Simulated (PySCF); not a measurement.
Gas-phase reaction: 2 Na + 2 HI ⇌ Na2I2 + 2 H

Energies from PySCF, thermal terms from the rigid-rotor harmonic-oscillator model, ideal gas at 1 bar. † marks an energy on the PBE0/def2-TZVP geometry and frequencies; other levels use their own. MP2 freezes the core. Open shells (unrestricted): Na (multiplicity 2), H (multiplicity 2); the rest are closed-shell singlets. For Na the outer core is correlated in a valence basis, which is rough. I: scalar-relativistic def2 core potential, no spin-orbit coupling. MP2 isn't extrapolated to the basis-set limit; its ΔH°(298 K) is -211.6 kJ in def2-SVP and -192.4 kJ in def2-TZVPP. The harmonic model lacks anharmonicity and excited electronic states, which grow with temperature; levels with a mode under 35 cm⁻¹ are left out. Soft modes under 120 cm⁻¹ make the harmonic entropy rough for Na2I2.

```
level               ΔE electronic, kJ  ΔH°(298 K), kJ  ΔS°(298 K), J/K  ΔG°(1000 K), kJ
------------------  -----------------  --------------  ---------------  ---------------
BLYP/def2-TZVP†                   -97            -117             -119              -10
MP2/def2-SVP†                    -192            -212             -119             -104
MP2/def2-TZVPP†                  -173            -192             -119              -85
PBE/def2-SVP                     -137            -156             -118              -50
PBE0/def2-QZVP†                  -141            -161             -119              -54
r2SCAN/def2-TZVP†                -163            -183             -119              -76
LDA/def2-TZVP†                   -106            -126             -119              -19
ωB97M-V/def2-TZVP†               -165            -184             -119              -77
ωB97X-V/def2-TZVP†               -168            -188             -119              -81
```
ΔH° is lowest at MP2/def2-SVP† and highest at BLYP/def2-TZVP†. No reference value is set beside these.
